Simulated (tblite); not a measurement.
Compound: C₅H₁₂N₂Si.
SMILES with atom numbers: `[CH3:1][CH2:2][CH2:3][NH:4][CH2:5][SiH2:6][C:7]#[N:8]` (hydrogens: H9, H10, H11 on C1; H12, H13 on C2; H14, H15 on C3; H16 on N4; H17, H18 on C5; H19, H20 on Si6)

Cartesian coordinates in Å at the GFN2-xTB level; atoms count from 1:
```
atom  x, y, z in Å
C1    -3.1986    0.1555   -0.4432
C2    -1.7042   -0.0272   -0.6697
C3    -0.9358   -0.0712    0.6581
N4     0.4844   -0.3449    0.5486
C5     1.2788    0.7053   -0.0676
Si6    3.1190    0.2560    0.1438
C7     3.3383   -1.3296   -0.8247
N8     3.4370   -2.3014   -1.4239
H9    -3.3941    1.0857    0.0857
H10   -3.7289    0.1823   -1.3924
H11   -3.5966   -0.6645    0.1506
H12   -1.5271   -0.9601   -1.2125
H13   -1.3289    0.7938   -1.2847
H14   -1.0484    0.8840    1.1805
H15   -1.3640   -0.8544    1.2919
H16    0.6226   -1.2187    0.0488
H17    1.0279    0.8829   -1.1259
H18    1.0615    1.6363    0.4638
H19    4.0001    1.2459   -0.4824
H20    3.4520   -0.0452    1.5330
```

Computed values, GFN2-xTB/tblite, gas phase, harmonic and unscaled. Against measured fundamentals such values can be off by several per cent, at times by over 20. Modes of hydrogen on silicon can be 10 to 20 % off. One conformer, not necessarily the lowest.

Harmonic wavenumbers (cm⁻¹): 29.9, 42.2, 69.8, 89.7, 130.3, 192.8, 224.1, 262.1, 277.9, 306.8, 345.2, 474.0, 513.6, 566.8, 611.4, 665.3, 736.0, 763.9, 772.7, 796.8, 841.0, 904.4, 930.2, 1017.4, 1090.3, 1099.5, 1112.9, 1161.7, 1204.3, 1249.5, 1268.2, 1296.5, 1300.5, 1357.3, 1415.3, 1421.0, 1479.4, 1479.7, 1496.5, 1503.4, 1506.0, 2247.6, 2297.2, 2350.9, 2816.7, 2940.1, 2950.5, 2952.5, 2961.8, 2979.0, 3031.4, 3032.2, 3038.4, 3352.9.

A = 3342, B = 654.8, C = 586.1 MHz; mass 128.077 u (most abundant isotopes); point group C1, symmetry number 1.

Q: What is the zero-point energy?

A: ½Σν̃ = 35479 cm⁻¹ = 101.44 kcal/mol.

Q: What is S at 298.15 K and 1 bar for an ideal gas of classical rigid rotors and harmonic oscillators?

A: Translation 40.48, rotation 29.91, vibration 36.27: S = 106.7 cal/(mol K).

Q: And Cp and H(298.15 K) − H(0)?

A: Cp = 41.00 cal/(mol K), of which vibrations give 33.06 (their classical limit is 54 R = 107.3); H(298.15 K) − H(0) = 7.66 kcal/mol without the zero-point energy, 5.29 from vibrations.

Q: What must be added to the electronic energy to get the Gibbs energy at 298.15 K and 1 bar?

A: ZPE + [H(298.15 K) − H(0)] − T·S = 101.44 + 7.66 − 31.80 = 77.30 kcal/mol.

Q: Which modes carry the vibrational entropy at 298.15 K?

A: 29.9 cm⁻¹: 5.84; 42.2 cm⁻¹: 5.15; 69.8 cm⁻¹: 4.16; 89.7 cm⁻¹: 3.67; 130.3 cm⁻¹: 2.94; 192.8 cm⁻¹: 2.20 cal/(mol K); the other 48 give 12.31 together.

Hindered rotation and anharmonicity are outside this model. Other conformers, if any are populated, would add a mixing term that is left out. The structure is chiral; the term R ln 2 for an equal mix with its mirror image is left out.
